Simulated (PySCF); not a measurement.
Species: C4H9OPSi.
Cartesian coordinates in Å at the PBE0-D3(BJ)/def2-SVP level; atoms count from 1:
```
atom  x, y, z in Å
O1    -2.739   -1.889   -0.395
P2    -1.921   -0.644   -0.494
C3    -0.192   -0.731   -1.036
C4     0.627   -0.017   -0.244
Si5    2.486    0.080   -0.514
C6    -0.038    0.732    0.895
C7    -1.476    0.227    1.057
H8    -2.487    0.364   -1.339
H9     0.135   -1.309   -1.904
H10    2.896    1.500   -0.741
H11    2.865   -0.751   -1.692
H12    3.187   -0.412    0.712
H13   -0.024    1.811    0.660
H14    0.542    0.626    1.827
H15   -2.200    1.014    1.312
H16   -1.544   -0.554    1.831
```

Method used: core-valence-separated Tamm–Dancoff BHandHLYP/aug-pcX-1 (pcseg-1 on H, def2-SVPD on P, def2-SVPD on Si) in PySCF, non-relativistic, gas phase, PBE0-D3(BJ)/def2-SVP geometry. No empirical shift is added; at this level the pattern usually sits a few eV under experiment.

Problem. Give energies, oscillator strengths and core holes at the C K edge.

Solution. 
```
E (eV)       f  core hole on  main final orbital                        polarisation
282.18  0.0597            C4         LUMO (86 %)  normal to the local trigonal plane
282.30  0.0558            C3         LUMO (85 %)  normal to the local trigonal plane
285.32  0.0001            C6         LUMO (96 %)                                   –
285.47  0.0097            C7         LUMO (89 %)                                   –
285.82  0.0157            C7       LUMO+1 (55 %)                                   –
286.02  0.0135            C6       LUMO+1 (81 %)                                   –
286.26  0.0142            C3       LUMO+1 (35 %)         in the local trigonal plane
286.28  0.0219            C7       LUMO+3 (31 %)                                   –
286.40  0.0163            C4       LUMO+1 (44 %)         in the local trigonal plane
286.54  0.0336            C6              spread                                   –
286.77  0.0119            C7              spread                                   –
286.86  0.0152            C7              spread                                   –
286.87  0.0092            C3              spread         in the local trigonal plane
287.17  0.0081            C4       LUMO+5 (30 %)         in the local trigonal plane
287.20  0.0011            C3       LUMO+3 (52 %)         in the local trigonal plane
287.22  0.0030            C4              spread         in the local trigonal plane
287.28  0.0098            C6       LUMO+2 (35 %)                                   –
287.35  0.0244            C3              spread         in the local trigonal plane
287.47  0.0033            C4              spread  normal to the local trigonal plane
```

The first line with a tenth or more of the strongest one's intensity is at 282.18 eV (f = 0.060), with the hole on C4 (fully substituted alkene carbon), polarised normal to the local trigonal plane: a 1s→π* resonance. It is also the strongest listed.

Problem. What does the O 1s absorption edge look like?

Solution. 
```json
{"E (eV)": "530.60", "f": "0.0186", "core hole on": "O1", "main final orbital": "LUMO (57 %)"}
{"E (eV)": "531.59", "f": "0.0145", "core hole on": "O1", "main final orbital": "spread"}
{"E (eV)": "531.87", "f": "0.0230", "core hole on": "O1", "main final orbital": "spread"}
{"E (eV)": "532.51", "f": "0.0011", "core hole on": "O1", "main final orbital": "LUMO+3 (34 %)"}
{"E (eV)": "533.01", "f": "0.0005", "core hole on": "O1", "main final orbital": "LUMO+3 (37 %)"}
{"E (eV)": "533.30", "f": "0.0062", "core hole on": "O1", "main final orbital": "spread"}
{"E (eV)": "533.41", "f": "0.0105", "core hole on": "O1", "main final orbital": "spread"}
```

The first line with a tenth or more of the strongest one's intensity is at 530.60 eV (f = 0.019), with the hole on O1 (phosphoryl oxygen). The strongest listed is at 531.87 eV (f = 0.023; O1).

Roots within 0.03 eV whose holes lie on the same, on equivalent or on shared atoms are summed into one line, and the highest roots are left out, as the search may have cut off their partners. Final orbitals are the ground state's empty Kohn–Sham orbitals. A dash: too weak, shared between unlike atoms, or no plane or axis to refer to.

Problem. What is the summed oscillator strength of the listed C K lines, and their intensity-weighted mean energy?

Solution. Σf = 0.327 over 19 lines from 282.18 to 287.47 eV; the weighted mean is 285.04 eV. The strongest line holds 18 % of the sum.

The list ends where the root search ended, not at a threshold.

Time: 29 s; peak memory 1.1 GiB. Hardware: an Arm Neoverse V1 with one thread, no GPU, on a shared host.

One conformer stands for the species.
